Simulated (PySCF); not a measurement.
Input of a run (PBE0-D3(BJ)/def2-SVP geometry optimisation, gas phase (PySCF 2.14.0)), started from a GFN2-xTB structure with every atom displaced at random (by about 0.01 Å):
```
{"job": {"xc": "PBE0", "basis": "def2-SVP", "d3": "d3bj", "grid": 1, "shake": 0.01, "kind": "geom"}, "charge": 0, "multiplicity": 1}
C      1.929920    -0.413290    -1.128160
C      1.555670    -0.098450     0.105940
C      0.607770     0.995930     0.481090
Si    -1.044300     0.306670     1.014910
C     -1.834460    -0.657390    -0.446370
H      1.542280     0.188560    -1.973890
H      2.582290    -1.205490    -1.364800
H      1.956410    -0.682250     0.925470
H      0.498020     1.690390    -0.328580
H      1.045420     1.564020     1.330710
H     -1.947420     1.427600     1.413570
H     -0.897480    -0.585200     2.179960
H     -2.809020    -1.091760    -0.172150
H     -1.185160    -1.444270    -0.756300
H     -2.015290    -0.012450    -1.288650
```

Output (energies in Eh, forces in Eh/bohr):
```
step   0  E = -447.40134925  max force = 0.029600
step   1  E = -447.40629467  max force = 0.006908
step   2  E = -447.40647945  max force = 0.002251
step   3  E = -447.40644907  max force = 0.003754
step   4  E = -447.40651398  max force = 0.001923
step   5  E = -447.40653517  max force = 0.000248
step   6  E = -447.40653860  max force = 0.000204
optimisation converged
```

Question: Summarise the run.

Answer: The energy falls by 3.3 kcal/mol over 7 energy and gradient evaluations, the largest force component goes from 0.0296 to 2.0e-04 Eh/bohr, and the atoms move by 0.041 Å rms after alignment. The bond that changes most is Si4–C5 (SiH2 silicon to Si-methyl carbon), which shortens by 0.044 Å. Bonds longer at the end by more than 0.005 Å: 9 of 14; shorter: 3. Among the angles that change most is Si4–C3–H9, from 111.4° to 107.9°. The energy rose by more than 1e-6 Eh at step 3. The first step brought 95 % of the lowering.

Question: What are the final bond lengths?

Answer: C1=C2 1.336 Å, C2–C3 1.492 Å, C3–Si4 1.900 Å, Si4–C5 1.877 Å, C1–H6 1.095 Å, C1–H7 1.093 Å, C2–H8 1.098 Å, C3–H9 1.103 Å, C3–H10 1.103 Å, Si4–H11 1.499 Å, Si4–H12 1.498 Å, C5–H13 1.100 Å, C5–H14 1.101 Å, C5–H15 1.101 Å. Numbering counts from 1 in the input's order; the species is `C=CC[SiH2]C`.

The run used 124 basis functions and 43 SCF cycles in all. Time: 41 s; peak memory 0.50 GiB. Hardware: one thread of an Arm Neoverse V1 (shared host).

Not checked by PBE0-D3(BJ)/def2-SVP frequencies. The numbers are those of one conformer.

Conformer computed: `[CH2:1]=[CH:2][CH2:3][SiH2:4][CH3:5]`: C1–C2–C3–Si4 103°, C2–C3–Si4–C5 -61°.
